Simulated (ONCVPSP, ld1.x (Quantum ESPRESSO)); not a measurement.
## Potentials for antimony compared

Generated with ld1.x 7.5 (TM, RRKJ, ultrasoft, PAW), atompaw 4.2 or ONCVPSP 4.0.1. The cutoff is in Ry: for ld1.x and atompaw files where the sum of valence levels is converged to 10 mRy in a Bessel basis, for ONCV files where the hardest occupied wave has 1 mHa per electron of residual kinetic energy. The error is the largest all-electron minus pseudo excitation energy over each file’s own four to seven test configurations (ionisations up to +4, promotions, holes and added fractions of an electron), all of which were solved. The labels leave out finer settings (local radius, basis sizes, second energies), which also bear on the numbers. Spin-polarised tests are not counted. The rows are a selection from randomly drawn settings: files with unsolved tests, undetermined cutoffs or missed reference levels are left out.

A true bound ghost makes a file unfit for plane-wave use even where its test errors are small: the radial tests pick states by their node count and pass the ghost by.

| potential | cutoff (Ry) | largest error (meV) | bound ghosts |
| --- | --- | --- | --- |
| ONCV, Wu-Cohen, scalar-relativistic, rc 1.55/1.65/1.40 (spd), local smoothed, core correction no, reference 4s2 4p6 4d10 5s2 5p2, qcut 9.4/9.6/13.4, projectors 2/2/2 | 93 | -10 | none |
| ultrasoft, PBE, scalar-relativistic, rc 1.80/2.20/1.50 (spd), local smoothed, core correction no, reference 4d10 5s2 5p0 | 70 | -181 | none |
| TM, BP86, scalar-relativistic, rc 1.40/2.05/1.65 (spd), local s, core correction yes, reference 4d10 5s2 5p0 | 90 | -69 | none |
| ONCV, PBE, scalar-relativistic, rc 1.15/1.30/1.50 (spd), local smoothed, core correction no, reference 4s2 4p6 4d10 5s1.75 5p3.25, qcut 9.2/12/12.2, projectors 2/2/2 | 88 | -4.8 | none |
| ONCV, BLYP, scalar-relativistic, rc 1.75/2.40/1.50/2.00 (spdf), local smoothed, core correction yes, reference 4d10 5s2 5p2, qcut 3.2/2.8/8.3/5, projectors 3/2/2/3 | 87 | -27 | s |
| ONCV, PBE, scalar-relativistic, rc 1.45/1.25/1.00 (spd), local smoothed, core correction yes, reference 4s2 4p6 4d10 5s2 5p3, qcut 8.1/8.6/8.7, projectors 2/2/2 | 163 | -10 | none |

**Question.** Fill in the row for Sb: PAW, BP86, scalar-relativistic, rc 1.55/1.70/0.85 (spd), local smoothed, core correction yes, reference 4s2 4p6 4d10 5s2 5p3.

**Answer.** cutoff 160 Ry, largest error -41 meV, bound ghosts: none.

**Question.** Fill in the row for Sb: ONCV, PBE, scalar-relativistic, rc 1.40/1.25/1.00 (spd), local d, core correction yes, reference 4s2 4p6 4d10 5s2 5p3, qcut 10.9/9.2/10.8, projectors 3/2/0.

**Answer.** cutoff 95 Ry, largest error -11 meV, bound ghosts: none.

**Question.** Fill in the row for Sb: RRKJ, PBE, fully relativistic, rc 1.50/1.75/1.05 (spd), local s, core correction no, reference 4d10 5s2 5p3.

**Answer.** cutoff 160 Ry, largest error -220 meV, bound ghosts: none.
